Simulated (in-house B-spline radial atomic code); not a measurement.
# Ionising Ta+ with different functionals

Computed with a radial B-spline atomic code at the basis-set limit: scalar-relativistic (spin-free X2C) Hamiltonian, Fermi nucleus of rms radius 5.3507 fm, spin-polarised at highest spin, spherical fractional occupations for the functionals, and exact exchange of hybrids averaged over the configuration. The ionisation energy is the difference of two self-consistent energies, [Xe] 4f14 5d3 6s1 → [Xe] 4f14 5d3, without Breit or QED terms; ε is the level of the shell that loses the electron (its least bound occupied spin orbital). There is no spin-orbit coupling in this Hamiltonian.

```csv
method,rung,ΔSCF (eV),-ε(6s) (eV)
PBE0,global hybrid,15.38,13.00
B3LYP,global hybrid,?,?
TPSSh,global hybrid,?,?
M06-2X,global hybrid,14.99,13.71
BHandHLYP,global hybrid,14.95,13.40
r2SCAN0,global hybrid,15.43,13.28
B97-1,global hybrid,15.09,12.64
HSE06,range-separated hybrid,15.41,12.61
wB97X,range-separated hybrid,14.72,14.49
CAM-B3LYP,range-separated hybrid,15.27,13.98
LC-wPBE,range-separated hybrid,15.10,15.09
```

Problem. What does TPSSh give?

Solution. ΔSCF 15.37 eV, and -ε(6s) = 12.54 eV.

Problem. What does B3LYP give?

Solution. ΔSCF 15.46 eV, and -ε(6s) = 12.82 eV.

Problem. Among the functionals, which spreads more, the ΔSCF values or the orbital energies?

Solution. The orbital energies: ΔSCF values span about 0.74 eV and the orbital energies 2.55 eV.

Problem. How do they compare with the NIST value?

Solution. NIST lists 16.2 eV ± 0.5 (semi-empirical, ground level to ground level). Errors run from -1.48 to -0.74 eV; B3LYP is closest (-0.74 eV), though others lie within the uncertainty of it, and part of that can be cancellation, since the calculations leave out spin-orbit coupling, Breit-QED terms, multiplet and fine-structure energies.
